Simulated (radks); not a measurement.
Charge is removed step by step from the 3s1/2 level of neutral calcium, starting from [Ar] 4s2. All-electron calculation, Dirac Kohn-Sham, PBE, spin-unpolarised, spherical densities, point nucleus. Program: a radial shooting solver on a logarithmic mesh with Libxc functionals.

removed (e),E - E(0) (eV),eigenvalue (eV),E minus straight line (eV)
0,0.000,-47.086,0.000
0.125,5.992,-48.798,-0.786
0.25,12.201,-50.547,-1.356
0.375,18.631,-52.331,-1.705
0.5,25.285,-54.147,-1.829
0.625,32.169,-55.993,-1.724
0.75,39.285,-57.868,-1.387
0.875,46.637,-59.770,-0.813
1,54.228,-61.698,0.000

Removing the whole electron costs 54.228 eV by Delta-SCF, against 47.086 eV from minus the eigenvalue at the starting occupation. Slater's transition state (half an electron removed) gives 54.147 eV. Integrating minus the eigenvalue over the occupation (Janak's theorem) gives 54.228 eV. The mean slope of the eigenvalue, de/dn, is 14.6 eV per electron.
